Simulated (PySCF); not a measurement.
Isomers of C6H13FGe, from PBE0-D3(BJ)/def2-SVP geometry optimisation, gas phase in PySCF. One conformer each, no zero-point energy, no frequencies.

Question: Which is lowest in electronic energy at this level?
A. `[CH3:1][Ge@@H:2]1[CH2:3][CH2:4][CH2:5][CH2:6][C@@H:7]1[F:8]` with C1–Ge2–C3–C4 -162°, Ge2–C3–C4–C5 56°, C3–C4–C5–C6 -67°, C4–C5–C6–C7 66°: A = 2056, B = 1292, C = 968.5 MHz, dipole 1.08 D
B. `[CH3:1][C@@H:2]1[CH2:3][CH2:4][CH2:5][Ge@@H:6]([F:7])[CH2:8]1` with C1–C2–C3–C4 169°, C2–C3–C4–C5 69°, C3–C4–C5–Ge6 -55°, C4–C5–Ge6–F7 -70°: A = 2159, B = 1102, C = 891.5 MHz, dipole 2.43 D
C. `[CH3:1][C@@H:2]1[CH2:3][CH2:4][C@@H:5]([F:6])[CH2:7][GeH2:8]1` with C1–C2–C3–C4 178°, C2–C3–C4–C5 69°, C3–C4–C5–F6 171°, C4–C5–C7–Ge8 55°: A = 2141, B = 1051, C = 745.1 MHz, dipole 1.74 D

Answer: B. That is `C[C@@H]1CC[CH2][Ge@@H]([F])[CH2]1`, 29.2 kcal/mol below the next.

```csv
SMILES,mapped SMILES,E (Eh),relative (kcal/mol),relative (kJ/mol),dipole (D)
C[C@@H]1CC[CH2][Ge@@H]([F])[CH2]1,[CH3:1][C@@H:2]1[CH2:3][CH2:4][CH2:5][Ge@@H:6]([F:7])[CH2:8]1,-2412.23407,0.0,0.0,2.43
C[C@@H]1CC[C@@H](F)[CH2][GeH2]1,[CH3:1][C@@H:2]1[CH2:3][CH2:4][C@@H:5]([F:6])[CH2:7][GeH2:8]1,-2412.18760,29.2,122.0,1.74
[CH3][Ge@@H]1[CH2]CCC[C@@H]1F,[CH3:1][Ge@@H:2]1[CH2:3][CH2:4][CH2:5][CH2:6][C@@H:7]1[F:8],-2412.18734,29.3,122.7,1.08
```
